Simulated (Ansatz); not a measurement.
`[O]=[Mo]([OH])([OH])=[S]` and `[O]=[Mo]([OH])([F])=[S]` differ in one atom or group.

Ansatz, PBE0-D4/def2-TZVP geometries, multiplicity 1. Each molecule was computed in one conformer, which needn't be the lowest.

Elements past krypton have def2 core potentials.

```csv
property,`[O]=[Mo]([OH])([OH])=[S]`
HOMO–LUMO gap (B3LYP/def2-TZVPP) / eV,4.53
LUMO energy (PBE/def2-TZVPP) / eV,-3.33
HOMO energy (PBE/def2-TZVPP) / eV,-6.37
HOMO–LUMO gap (PBE0/def2-TZVPP) / eV,4.96
zero-point energy (PBE0-D4/def2-TZVP) / kJ/mol,82.7
LUMO energy (ωB97M-V/def2-TZVPP) / eV,-0.59
```

(1) What does the change do to each property? (Estimate.)

Results:

(1) Ansatz gave: 
| property | `[O]=[Mo]([OH])([F])=[S]` | shift |
| --- | --- | --- |
| HOMO–LUMO gap (B3LYP/def2-TZVPP) / eV | 4.54 | 0.01 |
| LUMO energy (PBE/def2-TZVPP) / eV | -3.70 | -0.37 |
| HOMO energy (PBE/def2-TZVPP) / eV | -6.75 | -0.38 |
| HOMO–LUMO gap (PBE0/def2-TZVPP) / eV | 4.98 | 0.02 |
| zero-point energy (PBE0-D4/def2-TZVP) / kJ/mol | 54.5 | -28.2 |
| LUMO energy (ωB97M-V/def2-TZVPP) / eV | -0.96 | -0.37 |

The zero-point energy changes by -28.2 kJ/mol with -3 modes.

B3LYP here is the variant with VWN-RPA as its local correlation; programs differ in this.
